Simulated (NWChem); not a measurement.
Species: C$_{2}$H$_{4}$BNO; SMILES O=C=NBC

```xyz
9

B     -0.5681    -1.1522     0.0002
H     -1.7618    -1.2683    -0.0012
C      0.3649    -2.4099     0.0001
H      0.1302    -3.0470     0.8654
H      1.4354    -2.1840     0.0100
H      0.1447    -3.0330    -0.8794
N     -0.0447     0.1691     0.0006
C      0.0018     1.3716     0.0001
O      0.1257     2.5424    -0.0002
```
Atoms are numbered in this order, from 1.

Results from NWChem. Medium grid unless said otherwise, to which SCAN and Minnesota functionals are sensitive. All runs use the structure optimised with B3LYP/6-31G* (spherical d).

Task: Predict the results for M06/def2-SVP. Quantities: highest occupied level (eV); orbital gap (eV); dipole (D).

Result: 
| Quantity | Result |
|---|---|
| highest occupied level (eV) | -8.22 |
| orbital gap (eV) | 6.93 |
| dipole (D) | 1.85 |
